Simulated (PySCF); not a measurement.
Compound: C6H12OSi.
Numbering: `[CH2:1]=[CH:2][C@@H:3]1[C@@H:4]([SiH3:5])[C@@H:6]1[O:7][CH3:8]`

Cartesian coordinates in Å at the GFN2-xTB level; atoms count from 1:
```xyz
20
C6H12OSi angstrom
C     -2.1453   -2.4343   -0.4403
C     -1.0239   -1.7552   -0.2650
C     -0.9599   -0.2950   -0.1309
C      0.1636    0.4606   -0.8252
Si    -0.1687    2.0987   -1.6807
C      0.1388    0.3360    0.6734
O      1.0568   -0.4908    1.3114
C      2.2965    0.1398    1.5265
H     -2.1510   -3.5058   -0.5382
H     -3.1037   -1.9436   -0.4906
H     -0.0717   -2.2641   -0.2110
H     -1.9256    0.1962   -0.0887
H      0.8855   -0.1963   -1.2994
H     -0.9881    2.9364   -0.8015
H      1.1116    2.7632   -1.9399
H     -0.8828    1.8548   -2.9340
H     -0.1120    1.2270    1.2514
H      2.9306   -0.5869    2.0302
H      2.7617    0.4417    0.5807
H      2.1825    1.0281    2.1601
```

NICS = −σ at a ghost point: NICS(0) at the centroid of the ring atoms, NICS(1) 1 Å to either side along the normal of their mean plane, zz for the tensor component along that normal. Level: GIAO PBE0/pcSseg-1 (PySCF, non-relativistic, gas phase) on the GFN2-xTB geometry, one conformer.

Ring bond lengths (Å), with Mayer bond orders in brackets: C3–C4 1.522 (0.87), C4–C6 1.504 (0.92), C6–C3 1.501 (0.92).

**Question.** Give the NICS values of each ring in ppm.

**Answer.** 
| ring | type | NICS(0) | NICS(1), two faces | NICS(1)zz, two faces | rms pucker (Å) | centre to ring atoms, mean (Å) |
| --- | --- | --- | --- | --- | --- | --- |
| C3–C4–C6 | 3-membered carbocycle; formal bonds all single | -39.8 | -6.2 / -9.7 | -15.6 / -23.6 | 0.00 | 0.87 |

**Question.** What can be read from them?

**Answer.** 
- C3–C4–C6: mean NICS(1)zz -19.6 ppm, shielded. C3, C4, C6 have four or more neighbours, so the value isn't read as a sign of a π ring current. The two faces differ by 8.0 ppm, so no symmetry operation interchanges them. NICS(0) lies 32 ppm below the mean NICS(1).

**Question.** How shielded are the nuclei of the rings and their hydrogens (means over atoms taken as equivalent)?

**Answer.** 
```csv
atoms,environment,σ isotropic (ppm),"principal values of the symmetric part, first atom (ppm)"
C3,allylic carbon,155.4,"122.5, 143.9, 199.7"
C4,sp3 carbon bound to silicon,177.6,"148.4, 174.3, 210.3"
C6,sp3 carbon bound to oxygen,117.8,"75.3, 95.2, 183.0"
H12,methine hydrogen,30.37,"24.3, 29.5, 37.4"
H13,methine hydrogen,31.89,"26.4, 29.9, 39.4"
H17,methine hydrogen,28.61,"22.8, 28.8, 34.2"
```
